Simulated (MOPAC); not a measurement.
MOPAC input (PM7):

```
PM7 1SCF CHARGE=-1 GEO-OK AUX(PRECISION=9) THREADS=1
C2H2N

C    -1.15883105 1   -0.01847565 1   -0.06229433 1
N     0.23205449 1   -0.01180046 1   -0.00486002 1
C     1.40595747 1   -0.07138145 1   -0.02931754 1
H    -1.57509069 1   -0.35903733 1    0.89087131 1
H    -1.53204927 1    0.98078321 1   -0.30717996 1
```

Output:

```
 *******************************************************************************
 **                                                                           **
 **                              MOPAC v23.2.5                                **
 **                                                                           **
 *******************************************************************************
 ** MOPAC's Digital Object Identifier: https://doi.org/10.5281/zenodo.6511958 **
 **                                                                           **
 ** Please cite the open-source release paper for use of this MOPAC version:  **
 ** J. E. Moussa and J. J. P. Stewart (2026)                                  **
 ** MOPAC: An open-source semiempirical molecular orbital program             **
 ** J. Open Source Softw., 11(119), 8025, https://doi.org/10.21105/joss.08025 **
 *******************************************************************************

                              PM7 CALCULATION RESULTS

 *******************************************************************************
 *  PM7        - The PM7 Hamiltonian to be used
 *  GEO-OK     - OVERRIDE INTERATOMIC DISTANCE AND OTHER SAFETY CHECKS
 *
 *
 *
 *                 CHARGE ON SYSTEM = -1
 *
 *
 *
 *  1SCF       - DO 1 SCF AND THEN STOP
 *  AUX        - OUTPUT AUXILIARY INFORMATION
 *******************************************************************************
PM7 1SCF CHARGE=-1 GEO-OK AUX(PRECISION=9) THREADS=1
 C2H2N

   ATOM   CHEMICAL          X               Y               Z
  NUMBER   SYMBOL      (ANGSTROMS)     (ANGSTROMS)     (ANGSTROMS)

     1       C         -1.15883105  *  -0.01847565  *  -0.06229433  *
     2       N          0.23205449  *  -0.01180046  *  -0.00486002  *
     3       C          1.40595747  *  -0.07138145  *  -0.02931754  *
     4       H         -1.57509069  *  -0.35903733  *   0.89087131  *
     5       H         -1.53204927  *   0.98078321  *  -0.30717996  *

          CARTESIAN COORDINATES

    NO.       ATOM           X           Y           Z

     1         C         -1.1588     -0.0185     -0.0623
     2         N          0.2321     -0.0118     -0.0049
     3         C          1.4060     -0.0714     -0.0293
     4         H         -1.5751     -0.3590      0.8909
     5         H         -1.5320      0.9808     -0.3072

 General Reference for PM7:
 "Optimization of Parameters for Semiempirical Methods VI: More Modifications to the
 NDDO Approximations and Re-optimization of Parameters", J. J. P. Stewart, J. Mol. Mod., 1:32, 19 (2013)
 https://link.springer.com/article/10.1007/s00894-012-1667-x

           Empirical Formula: C2 H2 N  =     5 atoms

      MOLECULAR POINT GROUP   :   Cs

      RHF CALCULATION, NO. OF DOUBLY OCCUPIED LEVELS = 8

 -------------------------------------------------------------------------------
 PM7 1SCF CHARGE=-1 GEO-OK AUX(PRECISION=9) THREADS=1
 C2H2N

     1SCF WAS SPECIFIED, SO BFGS WAS NOT USED
     SCF FIELD WAS ACHIEVED

                              PM7 CALCULATION
                                                       MOPAC v23.2.5 Linux

          FINAL HEAT OF FORMATION =         57.58248 KCAL/MOL =     240.92509 KJ/MOL

          COSMO AREA              =         83.97 SQUARE ANGSTROMS
          COSMO VOLUME            =         64.62 CUBIC ANGSTROMS

          IONIZATION POTENTIAL    =          1.551071 EV
          HOMO LUMO ENERGIES (EV) =         -1.551  8.368
          NO. OF FILLED LEVELS    =          8
          MOLECULAR WEIGHT        =         40.0445         POINT GROUP:  Cs

          MOLECULAR DIMENSIONS (Angstroms)

            Atom       Atom       Distance
            H     5    C     3     3.13307
            H     4    C     3     1.72227
            C     1    C     3     0.41191

          SCF CALCULATIONS        =          1

   ATOM   CHEMICAL          X               Y               Z
  NUMBER   SYMBOL      (ANGSTROMS)     (ANGSTROMS)     (ANGSTROMS)

     1       C         -1.15883105  *  -0.01847565  *  -0.06229433  *
     2       N          0.23205449  *  -0.01180046  *  -0.00486002  *
     3       C          1.40595747  *  -0.07138145  *  -0.02931754  *
     4       H         -1.57509069  *  -0.35903733  *   0.89087131  *
     5       H         -1.53204927  *   0.98078321  *  -0.30717996  *

                             CARTESIAN COORDINATES

   1    C       -1.158831050    -0.018475650    -0.062294330
   2    N        0.232054490    -0.011800460    -0.004860020
   3    C        1.405957470    -0.071381450    -0.029317540
   4    H       -1.575090690    -0.359037330     0.890871310
   5    H       -1.532049270     0.980783210    -0.307179960

           Empirical Formula: C2 H2 N  =     5 atoms

      MOLECULAR POINT GROUP   :   Cs

                  EIGENVALUES
 -29.60016 -17.68812 -10.90981  -8.94510  -7.51496  -5.73707  -5.03302  -1.55107
   8.36816   8.45852  10.13757  12.54778  13.06374  14.51949

              NET ATOMIC CHARGES AND DIPOLE CONTRIBUTIONS

  ATOM NO.   TYPE          CHARGE      No. of ELECS.   s-Pop       p-Pop
    1          C          -0.681544        4.6815     1.14371     3.53783
    2          N          -0.288410        5.2884     1.54936     3.73905
    3          C          -0.175039        4.1750     1.65337     2.52167
    4          H           0.072497        0.9275     0.92750
    5          H           0.072497        0.9275     0.92750
 DIPOLE           X         Y         Z       TOTAL
 POINT-CHG.     1.578     0.279     0.369     1.645
 HYBRID        -1.263     0.892     0.953     1.817
 SUM            0.315     1.172     1.322     1.794

          ATOMIC ORBITAL ELECTRON POPULATIONS

     Atom    s        px        py        pz
    1  C   1.14371   0.78484   1.33897   1.41401
    2  N   1.54936   1.13489   1.30502   1.29914
    3  C   1.65337   1.00050   0.75239   0.76878
    4  H   0.92750
    5  H   0.92750

 **********************
 *                    *
 * JOB ENDED NORMALLY *
 *                    *
 **********************

 == MOPAC DONE ==
```

The dipole moment of an ion depends on the origin.

The geometry given is a B3LYP-D3(BJ)/def2-TZVP minimum.
